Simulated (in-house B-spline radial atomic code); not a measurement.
**Ionising Xe II (Xe+) with different functionals**

Computed with a B-spline radial code for spherical atoms: non-relativistic Hamiltonian, point nucleus, spin-polarised at highest spin, spherical fractional occupations for the functionals, the average over the highest-spin determinants for Hartree-Fock. The ionisation energy is the difference of two self-consistent energies, [Kr] 4d10 5s2 5p5 → [Kr] 4d10 5s2 5p4, without Breit or QED terms; ε is the level of the shell that loses the electron (its least bound occupied spin orbital). There is no spin-orbit coupling in this Hamiltonian.

Hybrids are left out here: with spherical fractional occupations of an open shell their exact exchange keeps a self-interaction that integer-occupation calculations don't have.

| method | rung | ΔSCF (eV) | -ε(5p) (eV) |
| --- | --- | --- | --- |
| Hartree-Fock | Hartree-Fock | 20.03 | 20.63 |
| LDA VWN5 | LDA | 21.36 | 16.85 |
| LDA PW92 | LDA | 21.37 | 16.85 |
| LDA exchange-only | LDA | ? | ? |
| PBE | GGA | 21.07 | 16.62 |
| PBEsol | GGA | 21.11 | 16.65 |
| BLYP | GGA | 20.96 | 16.47 |
| RPBE | GGA | 21.00 | 16.57 |
| PW91 | GGA | 21.15 | 16.69 |
| BP86 | GGA | 21.22 | 16.75 |
| AM05 | GGA | ? | ? |
| OLYP | GGA | 20.89 | 16.49 |
| TPSS | meta-GGA | 21.13 | 16.71 |
| SCAN | meta-GGA | 21.20 | 16.85 |
| r2SCAN | meta-GGA | 21.20 | 16.86 |
| M06-L | meta-GGA | 20.81 | 16.37 |
| revTPSS | meta-GGA | 21.13 | 16.73 |

Problem. What does LDA exchange-only give?

Solution. ΔSCF 19.84 eV, and -ε(5p) = 15.44 eV.

Problem. What does AM05 give?

Solution. ΔSCF 21.08 eV, and -ε(5p) = 16.62 eV.

Problem. How do they compare with the NIST value?

Solution. NIST lists 20.975 eV ± 0.004 (semi-empirical, ground level to ground level). Errors run from -1.14 to +0.39 eV; BLYP is closest (-0.02 eV), but part of that can be cancellation, since the calculations leave out relativity, Breit-QED terms, multiplet and fine-structure energies. Hartree-Fock also lacks correlation.
